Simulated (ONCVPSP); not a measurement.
nitrogen (N): from the effect back to the setting (ONCV)

Base potential:

```
Element                 : N
Generator               : ONCVPSP 4.0.1
Type                    : optimised norm-conserving Vanderbilt (ONCV)
Functional              : PBE
Relativity              : non-relativistic
Frozen core             : [He]
Valence charge          : 5
Reference configuration : 2s1.75 2p3.25
Partial waves           : 2s: rc 1.00 bohr, ncon 4, nbas 6, qcut 7.5 1/bohr, 1 projector; 2p: rc 2.60 bohr, ncon 3, nbas 8, qcut 5.4 1/bohr, 2 projectors, debl 0.7 Ha; d scattering state at 0.02 Ha: rc 2.85 bohr, ncon 4, nbas 9, qcut 3.2 1/bohr, 2 projectors, debl 2.1 Ha
Local potential         : polynomial inside 0.90 bohr (lpopt 4, dvloc0 0 Ha)
Core correction         : Teter function fitted to the true core (icmod 2), fcfact 0.45
```

Cutoffs, loose and tight: the cutoffs (Ha) at which the residual kinetic energy of the hardest occupied pseudo-wave falls to 1 and 0.1 mHa per electron. They do not see the model core or the augmentation charge, which bear on the density cutoff. Test errors are all-electron minus pseudo excitation energies from the reference, over the configurations 2s2 2p3; 2s2 2p2; 2s2 2p1; 2s1 2p4; variants that change the core or the reference have their own tests.

Only the scale of all radii but the core radius (base = 1) is moved:

| scale of all radii but the core radius (base = 1) | cutoff, loose | cutoff, tight | bound ghosts | largest test error (meV) | median size of the test errors |
| --- | --- | --- | --- | --- | --- |
| 0.81 | 29 Ha | 63 Ha | d | +1042 | 90.8 meV |
| 0.88 | 31 Ha | 73 Ha | d | +1252 | 112.8 meV |
| 1.12 | 26 Ha | 52 Ha | none | +2030 | 200.3 meV |
| 1.18 | 24 Ha | 43 Ha | none | +2196 | 220.0 meV |
| 1.31 | 21 Ha | 27 Ha | none | +2642 | 274.7 meV |

Problem. One more run gave cutoff, loose: 30 Ha; cutoff, tight: 68 Ha; bound ghosts: d; largest test error (meV): +1562; median size of the test errors: 146.7 meV. Which value of the scale of all radii but the core radius (base = 1) was used?

Solution. 0.98. The median size of the test errors moves one way along this sweep, from 90.8 meV at 0.81 to 274.7 meV at 1.31, which places the run between 0.88 and 1.12.
